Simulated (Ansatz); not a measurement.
System: PbI2, net charge 0, triplet state. This is an excited triplet: at this geometry the singlet lies 2.32 eV lower at RI-MP2/CBS(def2-TZVPPD,def2-QZVPPD)+[CCSD(T)-MP2]/def2-TZVPPD. 
Coordinates optimised at B3LYP-D3(BJ)/def2-TZVP (Ansatz, an electronic-structure program):
```xyz
3

Pb     0.0198     0.0035     0.7627
I      1.2519    -2.2307    -0.6125
I     -1.2825     2.2252    -0.5675
```
Charge 0, spin multiplicity 3.

Total electronic energies in hartree. Valence correlation only, unless marked. UHF or UKS for open shells. Spin-orbit coupling is left out. The frozen core is the preceding noble-gas configuration, with the filled d and f shells of earlier blocks. Past Kr the def2 sets carry scalar-relativistic core potentials. CBS marks a two-point X^-3 extrapolation of the correlation energy; Hartree-Fock from the larger set. The bracket is a focal-point correction in the basis named.

```json
[
 {"level": "RI-HF/def2-QZVPPD", "program": "Ansatz", "energy (Eh)": "-785.21294"},
 {"level": "SVWN5/def2-TZVPD", "program": "Ansatz", "energy (Eh)": "-787.26278"},
 {"level": "PBE0/def2-TZVP", "program": "Ansatz", "energy (Eh)": "…"},
 {"level": "BHLYP-D3(BJ)/def2-TZVPD", "program": "Ansatz + dftd3", "energy (Eh)": "…"},
 {"level": "B2GP-PLYP-D3(BJ)/def2-TZVPD", "program": "Ansatz + dftd3", "energy (Eh)": "-787.21837"},
 {"level": "B2GP-PLYP-D4/def2-TZVPD", "program": "Ansatz + dftd4", "energy (Eh)": "-787.20655"},
 {"level": "RI-MP2/def2-QZVPPD", "program": "Ansatz", "energy (Eh)": "-785.57913"},
 {"level": "RI-MP2/CBS(def2-TZVPP,def2-QZVPP)+[CCSD(T)-MP2]/def2-SVP", "program": "Ansatz", "energy (Eh)": "-785.6468"},
 {"level": "RI-MP2/CBS(def2-TZVPPD,def2-QZVPPD)+[CCSD(T)-MP2]/def2-TZVPPD", "program": "Ansatz", "energy (Eh)": "-785.6646"}
]
```

### Question
Complete the blanks.

### Answer

- PBE0/def2-TZVP, energy (Eh): -788.35486
- BHLYP-D3(BJ)/def2-TZVPD, energy (Eh): -788.11987
